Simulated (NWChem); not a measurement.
## Basis-set dependence for H2Sb

```
Sb
H 1 1.7280
H 1 1.7280 2 90.14
```
Charge 0, spin multiplicity 2.

Everything below was run with NWChem. Structure: optimised with UB3LYP/def2-SVP with def2 effective core potentials on Sb, a minimum by its harmonic frequencies.

Hartree-Fock energies in Ha, correlation energies in mHa.

Effective core potentials replace the inner electrons of Sb; spin-orbit coupling is left out. The correlated methods keep 4 core orbitals frozen. The structure started from a generated list of species. The unpaired electrons of the parent sit in orbitals of symmetry b2 (C2v labels of the run); other states weren't searched. The stability of the SCF solutions was not checked. Open-shell Hartree-Fock references start from PBE0 orbitals. Coupled-cluster values serve here as a point of comparison, not as the truth.

```json
[
 {"basis": "def2-SVP", "functions": "36", "UHF": "-240.39407", "UMP2": "-108.4", "SCS-UMP2": "-110.6", "CCSD on ROHF": "-135.2", "CCSD[T] on ROHF": "-138.5", "CCSD(T) on ROHF": "-138.4", "CCSD on UHF": "-131.5", "CCSD[T] on UHF": "-134.7", "CCSD(T) on UHF": "-134.6"},
 {"basis": "def2-TZVP", "functions": "62", "UHF": "-240.40329", "UMP2": "-329.6", "SCS-UMP2": "-302.6", "CCSD on ROHF": "-341.9", "CCSD[T] on ROHF": "-350.9", "CCSD(T) on ROHF": "-350.4", "CCSD on UHF": "-337.8", "CCSD[T] on UHF": "-346.6", "CCSD(T) on UHF": "-345.9"},
 {"basis": "def2-QZVP", "functions": "142", "UHF": "-240.40548", "UMP2": "-574.7", "SCS-UMP2": "-516.3", "CCSD on ROHF": "not run", "CCSD[T] on ROHF": "not run", "CCSD(T) on ROHF": "not run", "CCSD on UHF": "not run", "CCSD[T] on UHF": "not run", "CCSD(T) on UHF": "not run"}
]
```

From def2-TZVP to def2-QZVP the Hartree-Fock energy moves by -2.2 mHa and the UMP2 correlation energy by -245.1 mHa, which is 43 % of its value in the larger set.
